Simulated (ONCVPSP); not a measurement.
# sulfur (S): excitation energies, all-electron against ONCV

sulfur, optimised norm-conserving Vanderbilt (ONCV), made with ONCVPSP 4.0.1 (BLYP, scalar-relativistic). Core [Ne], reference 3s1.75 3p4.25. Waves: 3s: rc 1.50 bohr, ncon 4, nbas 8, qcut 4.3 1/bohr, 2 projectors, debl 2.1 Ha; 3p: rc 1.45 bohr, ncon 5, nbas 9, qcut 4.6 1/bohr, 2 projectors, debl 1.1 Ha; d scattering state at 0.06 Ha: rc 1.65 bohr, ncon 4, nbas 8, qcut 6.7 1/bohr, 2 projectors, debl 3.3 Ha. Local part: polynomial inside 1.10 bohr (lpopt 5, dvloc0 3 Ha). Core correction: polynomial model core, fcfact 0.45.

Energies are relative to the spin-unpolarised reference configuration 3s1.75 3p4.25; without spin polarisation the order of configurations can differ from experiment.

| valence configuration | charge | ΔE all-electron (eV) | error AE − PS (meV) |
| --- | --- | --- | --- |
| 3s2 3p4 | 0 | -2.566 | -0.1 |
| 3s2 3p3 | +1 | 9.053 | +0.6 |
| 3s1 3p5 | 0 | 7.750 | -1.8 |

Problem. What are ΔE and the potential's error for 3s2 3p2?

Solution. ΔE = 31.189 eV all-electron; the error (AE − PS) is +12 meV.
